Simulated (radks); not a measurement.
Species: the selenium ion Se+. Configuration: [Ar] 3d10 4s2 4p3. Method: Dirac Kohn-Sham, PBE, spin-unpolarised, spherical densities, point nucleus; open shells are shared between the two j in proportion to 2j + 1; computed with a radial shooting solver on a logarithmic mesh with Libxc functionals.

Spin-orbit splittings of the eigenvalues, e(l+1/2) - e(l-1/2), with zeta = 2 splitting/(2l+1) and mean radii in bohr:

| shell | occ. | splitting (eV) | zeta (eV) | <r> j=l-1/2 | <r> j=l+1/2 |
|---|---|---|---|---|---|
| 2p | 6 | 41.76 | 27.84 | 0.1685 | 0.1723 |
| 3p | 6 | 5.874 | 3.916 | 0.5823 | 0.5929 |
| 3d | 10 | 0.8955 | 0.3582 | 0.6273 | 0.6317 |
| 4p | 3 | ? | ? | 2.095 | 2.133 |

Estimate the 4p splitting.

Answer. 0.4426 eV (zeta = 0.2951 eV).
